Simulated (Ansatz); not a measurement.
Abridged output of a molecular run in Ansatz:

```
Functional definition: HF
769 factors; integrals over basis functions are off by at most 1.2e-3 eV
mean field evaluation 1: about -30300.5652 eV, gradient 3.7e1 eV
mean field evaluation 2: about -30300.5670 eV, gradient 3.7e1 eV
mean field evaluation 4: about -30303.7410 eV, gradient 2.8e0 eV
mean field evaluation 8: about -30303.7773 eV, gradient 1.1e-4 eV
mean field -30303.77734778 eV, -1113.6432768928 hartree, gradient 2.9e-6 eV, S^2 0.000000; 0 other end points of the search recorded, 0 dependent functions left out
16 core orbitals not correlated: weight in the atoms' cores, before any rotation towards them, 1.000 or more for the frozen orbitals, at most 0.000 for the correlated occupied ones
reference -30303.77734778 eV, -1113.6432768928 hartree; 12, 12 occupied and 55, 55 virtual orbitals, 769 factors
second order -13.70083461 eV of doubles, -0.00000000 eV of singles
cycle   1  -14.26456061 eV  change   -5.6e-1 eV  update   1.0e-1
cycle   2  -14.67325330 eV  change   -4.1e-1 eV  update   3.2e-2
cycle   3  -14.78798493 eV  change   -1.1e-1 eV  update   1.8e-2
cycle   4  -14.78194155 eV  change    6.0e-3 eV  update   4.0e-3
cycle   5  -14.78065978 eV  change    1.3e-3 eV  update   1.8e-3
cycle   6  -14.78102936 eV  change   -3.7e-4 eV  update   6.0e-4
cycle   7  -14.78079566 eV  change    2.3e-4 eV  update   2.3e-4
cycle   8  -14.78081818 eV  change   -2.3e-5 eV  update   7.5e-5
cycle   9  -14.78085390 eV  change   -3.6e-5 eV  update   2.7e-5
cycle  10  -14.78084051 eV  change    1.3e-5 eV  update   1.1e-5
perturbative correction -0.41076424 eV, -0.0150953075 hartree
Total energy: -30318.96895253 eV, -1114.2015580701 hartree
```

Its atoms:

Cartesian coordinates in Å:
```
Cl 1.680 1.467 1.551
Si 0.753 -0.147 0.713
O 0.639 -0.094 -0.958
Si -1.018 -0.004 -0.563
H 1.421 -1.353 1.244
H -1.657 1.282 -0.930
H -1.818 -1.150 -1.058
```

Q: Which basis set was used?
A. cc-pV(T+d)Z
B. cc-pV(Q+d)Z
C. def2-SVP
D. def2-QZVPP

A: C. It gives 83 functions.

Q: Write the keys of the input that set method, charge and spin (a neutral closed shell needs none for the last two).

A: 
```yaml
correlation: {method: ccsd_t}
```
